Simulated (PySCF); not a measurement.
## Electron correlation in Ir⁴⁷⁺ (iridium, charge +47)

Starting occupation: [Ar] 3d10 4s2. Calculation: PySCF 2.14, in an uncontracted even-tempered set (18 s from 2.8 bohr⁻², ratio 2.6; 15 p from 3.6 bohr⁻², ratio 2.6; 10 d from 3.6 bohr⁻², ratio 2.6; 6 f from 3.7 bohr⁻², ratio 2.8); X2C-1e with screened-nucleus spin-orbit coupling, Gaussian nucleus. Frozen: [Ar]; 12 electrons correlated; the 92 highest virtual spinors left out.

MP2 pair energies summed by pair of shells (mhartree):

```csv
pair,energy,share (%)
3d3/2-3d5/2,-189.61,35.2
3d5/2-3d5/2,-133.86,24.8
4s1/2-4s1/2,-64.58,12.0
3d3/2-3d3/2,-57.76,10.7
3d5/2-4s1/2,-56.52,10.5
3d3/2-4s1/2,-36.41,6.8
```

Total MP2 correlation energy: -538.75 mhartree.

The virtual space was cut to 68 spinors, which keep -518.19 of the -538.75 mhartree of MP2 correlation.

```csv
level,correlation energy (mhartree)
CCSD,-519.71
(T),-0.64
CCSD(T),-520.35
```

Diagnostics: T1 = 0.00013, largest double amplitude 0.063.

Cost of the coupled-cluster step: 93 s of wall time on 1 thread of Neoverse-V2 (shared host), for 12 occupied and 68 virtual spinors.

The coupled-cluster values are those of the cut space; adding the MP2 remainder, -20.56 mhartree, estimates the full space.

At this charge the one-electron X2C treatment keeps the bare 1/r₁₂, with no two-electron picture change or Breit term. The effect here is smaller than on the frozen 1s shell.
